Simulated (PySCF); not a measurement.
**Correlation energy of Bi²⁺ (bismuth, charge +2)**

[Xe] 4f14 5d10 6s1 6p2, high-spin 4P determinant (an excited configuration). All numbers are calculated (PySCF 2.14, the spin-free X2C one-electron Hamiltonian (Gaussian nucleus), in x2c-TZVPPall (11s7p6d3f, 83 functions)). Frozen: [Xe] 4f14 5d10; 3 electrons correlated.

```json
{"level": "CCSD", "correlation energy (mhartree)": "-8.64"}
{"level": "(T)", "correlation energy (mhartree)": "-0.03"}
{"level": "CCSD(T)", "correlation energy (mhartree)": "-8.67"}
```

Diagnostics: T1 = 0.0017, D1 = 0.0030, largest double amplitude 0.042.

Spin-orbit coupling is strong in this species (close to jj coupling), so the high-spin LS determinant is a model state, not a physical level.

Cost of the coupled-cluster step: about 2.1 core-seconds, for 3 correlated electrons.

Spin-orbit coupling is strong in this species, so the high-spin LS determinant is a model state.
